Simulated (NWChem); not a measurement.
SbCl₂F; SMILES [F][Sb]([Cl])[Cl]

Results from NWChem. The level has its own optimisation; frequencies are unscaled.

Problem. What does the run give for Hartree-Fock/STO-3G (all-electron, non-relativistic)? Quantities: r F–Sb (Å); r Cl–Sb (Å); highest harmonic frequency (cm⁻¹); lowest (cm⁻¹); zero-point energy (kcal/mol).

Solution. 
```json
{
 "r F–Sb (Å)": "1.888",
 "r Cl–Sb (Å)": "2.351",
 "highest harmonic frequency (cm⁻¹)": "677",
 "lowest (cm⁻¹)": "152",
 "zero-point energy (kcal/mol)": "3.0"
}
```
